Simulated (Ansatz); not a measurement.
```xyz
8

N     0.610   -0.602   -0.536
B    -0.032    0.222    0.399
O     0.491    0.567    1.612
Te   -2.008    1.083    0.017
H     1.518   -1.010   -0.385
H     0.202   -0.840   -1.421
H     1.358    0.197    1.794
H    -2.139    0.383   -1.480
```

Total charge 0; spin multiplicity 1. Te takes the def2 core potential.

(1) List the r2SCAN/def2-TZVPP orbital energies in eV (Ansatz). (Estimate.)

Results:

(1) The calculation gave: Occupied: -516.21, -385.40, -181.60, -168.23, -117.42, -117.27, -117.12, -41.27, -41.21, -41.07, -40.96, -40.95, -27.11, -22.94, -16.33, -14.33, -13.24, -13.03, -9.57, -9.47, -8.82, -7.27, -7.17, -5.32. Lowest empty: -0.67, 0.19, 0.65, 1.34, 1.56, 2.28, 3.13, 3.98.
